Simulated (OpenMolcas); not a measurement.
An atom or ion with 32 electrons was computed by SS-RASPT2, IPEA 0.25 Eh, imaginary shift 0.1 Eh with spin-orbit coupling (OpenMolcas, ANO-RCC-VTZP, DKH2). The lowest levels that the run gave, each within 12 % of the measured value where one is at hand:

```tsv
J	Parity	E (cm-1)	g
0	even	0.0	
1	even	1541	1.501
2	even	3580	1.487
2	even	13250	1.015
0	even	28610	
2	odd	64230	2.001
1	odd	90320	0.509
2	odd	90370	1.173
3	odd	90760	1.334
2	odd	104840	1.479
0	odd	104870	
1	odd	104960	1.492
```

Q: Which ion is it, and what are the configurations and terms?

A: Se III (Z = 34, charge +2; active space 4 electrons in 9 orbitals (RAS2 4s 4p; RAS3 4d, at most 2 electrons)). J, parity and g give the terms where levels are pure, and mixed ones are named by the computed weights; the size of the splittings, set against known spectra of the 32-electron sequence, gives the charge. In order, with the measured energies in cm-1 (Moore, Atomic Energy Levels, vol. II, NSRDS-NBS 35 (1971 reprint of NBS Circular 467, 1952)): 4s2 4p2 3P0, 4s2 4p2 3P1 (1741), 4s2 4p2 3P2 (3937), 4s2 4p2 1D2 (13032), 4s2 4p2 1S0, 4s 4p3 5S* 2, 4s 4p3 3D* 1, 4s 4p3 3D* 2 (92723), 4s 4p3 3D* 3, 4s 4p3 3P* 2 (106515), 4s 4p3 3P* 0 (106482), 4s 4p3 3P* 1 (106591).

CASPT2 does not keep the components of a term degenerate, so their means are used; among the terms shown or strongly mixed into the levels shown the widest spread is 15 cm-1 (4s2 4p2 1D). The run also gave levels led by 4s 4p2 4d, 4s2 4p 4d, which use shells meant for correlation; these and all levels above them are left out. Some terms mix strongly with configurations of 4d, whose occupation reaches 0.19 (4s 4p3 3D*, 4s 4p3 3P*). Measured partners are found by configuration, term and J. A level has none where our copy of the source lacks it or the pairing is in doubt (some pairs that miss far off the trend of their configuration count as doubtful), and it then counts in no deviation. Levels of configurations outside the active space are missing.

* marks odd parity.
